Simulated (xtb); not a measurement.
B(H)2(SMe) (CH5BS), SMILES BSC. All values are semi-empirical tight-binding results from xtb (GFN2-xTB unless named), good for trends rather than for accurate numbers. Geometry optimised at GFN2-xTB.

Computed properties:
```
Property                                        Value
--------------------------------------  -------------
orbital gap                                   4.05 eV
zero-point energy                       36.7 kcal/mol
G − E(el) at 298.15 K (modified RRHO)   19.7 kcal/mol
static polarisability (D4 model)           48.5 bohr³
solvation energy, GFN2-xTB/ALPB(water)  -0.6 kcal/mol
solvation energy, GFN2-xTB/ALPB(ether)  -4.4 kcal/mol
```
